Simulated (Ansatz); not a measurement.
`C[O][GeH]([F])[F]` → `[CH2]` (triplet) + `[OH][GeH]([F])[F]` at 700 K and 1 bar (formal loss of a carbene).

Isolated molecules relaxed with PBE0-D4/def2-TZVP in Ansatz; ΔE leaves out vibrations. CBS: MP2 limit from def2 TZ/QZ plus the TZ coupled-cluster correction, frozen cores. This one scheme is used for every species. Triplets are unrestricted, without spin–orbit coupling. For Ge outer-core shells are correlated without core-valence functions, which leaves a few kJ/mol of doubt a bond. Scalar relativity is left out up to krypton. Each species was taken in one conformer, which may not be the lowest.

```
            species  CCSD(T)/CBS energy (Eh)  H − E (kJ/mol)  S (J/(mol·K))
`C[O][GeH]([F])[F]`              -2391.41847           216.8          460.3
  `[CH2]` (triplet)                -39.09499            70.4          226.8
`[OH][GeH]([F])[F]`              -2352.17909           126.0          396.0
```

H − E and S are ideal-gas, rigid-rotor, harmonic terms from PBE0-D4/def2-TZVP, for one conformer and one mirror image of each species, with the whole ground term of open shells counted as degenerate. 1 Eh = 2625.50 kJ/mol, R = 8.31446 J/(mol·K).

Task: By hand: ΔE, ΔH, ΔS and ΔG.

Result: ΔE = (-39.09499) + (-2352.17909) − (-2391.41847) = 0.14439 Eh = 379.1 kJ/mol. Δ(H − E) = 70.4 + 126.0 − 216.8 = -20.4, so ΔH = 358.7 kJ/mol. ΔS = 226.8 + 396.0 − 460.3 = 162.5 J/(mol·K). ΔG = 358.7 − 700 × (162.5)/1000 = 244.9 kJ/mol.

Task: By hand: the equilibrium constant, and the temperature at which ΔG would vanish if ΔH and ΔS stayed fixed.

Result: log₁₀ K = −ΔG/(RT ln 10) = -18.3. ΔG = 0 at ΔH/ΔS = 2207 K.

The number of gas molecules changes by +1, which sets the sign of ΔS. A doubt of 5 kJ/mol in ΔE shifts log₁₀ K by 0.4 here. Other conformers and mirror images would add mixing entropy, several J/(mol·K) or more a flexible species. A triplet takes part, so the spin changes. These are equilibria of isolated gas molecules and say nothing of rates. Largest T1 diagnostic: 0.012 (customary marks: 0.02 for closed shells, 0.045 for open ones).
